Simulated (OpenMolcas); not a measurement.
**Te+: thermal populations, worked from levels**

```json
{
  "Program": "OpenMolcas 26.06",
  "Basis": "ANO-RCC [10s9p8d5f3g]",
  "Scalar Hamiltonian": "DKH2, point nucleus",
  "Active space": "5 electrons in 8 orbitals (5s 5p 6s 6p)",
  "State averaging": "2S+1 = 4 odd, 1 root; 2S+1 = 2 odd, 8 roots; 2S+1 = 4 even, 3 roots; 2S+1 = 2 even, 9 roots",
  "Spin-orbit coupling": "RASSI with atomic mean-field integrals over the reference wave functions, term energies averaged over their components"
}
```

Methods: CASSCF; SS-CASPT2, IPEA 0.25 Eh, imaginary shift 0.1 Eh (closed shells correlated: 4d). Measured levels: NIST Handbook of Basic Atomic Spectroscopic Data.

**Thermal populations.** Z = Σ (2J + 1) exp(-E/kT) with k = 0.695035 cm-1/K, over the levels below. No other level of either list lies under 78600 cm-1, which is above 7 kT at each temperature.

```
          Level  2J + 1  SS-CASPT2  measured
5s2 5p3 4S* 3/2       4        0.0       0.0
5s2 5p3 2D* 3/2       4      11170     10222
5s2 5p3 2D* 5/2       6      12990     12422
5s2 5p3 2P* 1/2       2      22010     20547
5s2 5p3 2P* 3/2       4      24520     24032
  5s 5p4 4P 5/2       6      74070     71193
  5s 5p4 4P 3/2       4      77380     74893
```

```tsv
T (K)	Z, SS-CASPT2	Z, measured levels	Ground level (%), SS-CASPT2	Ground level (%), measured levels
5000	4.311	4.389	92.8	91.1
8000	5.204	5.382	76.9	74.3
12000	6.668	6.924	60.0	57.8
```

At 12000 K, kT = 8340 cm-1, and the computed levels give Z = 4.000 + 1.048 + 1.264 + 0.143 + 0.211 + 0.001 + 0.000 = 6.668.

Term energies are means over components that CASPT2 splits; among the terms shown or strongly mixed into the levels shown the widest spread is 130 cm-1 (5s2 5p3 2D*, SS-CASPT2). Over all roots computed the reference weight is 0.81 to 0.91 in SS-CASPT2; the roots of lowest weight are the least certain, and an intruder state may touch them. Active for correlation alone: 6p 6s; no level in the range computed is led by a configuration that fills them, so any true level of that kind is missing. Terms of s pⁿ other than that of highest spin mix with s² pⁿ⁻² d, which this space lacks; all of them can be thousands of cm-1 off, and some have no real level of that name. Measured partners are found by configuration, term and J. A level has none where our copy of the source lacks it or the pairing is in doubt (some pairs that miss far off the trend of their configuration count as doubtful), and it then counts in no deviation. Only configurations of the active space appear.

* marks odd parity.
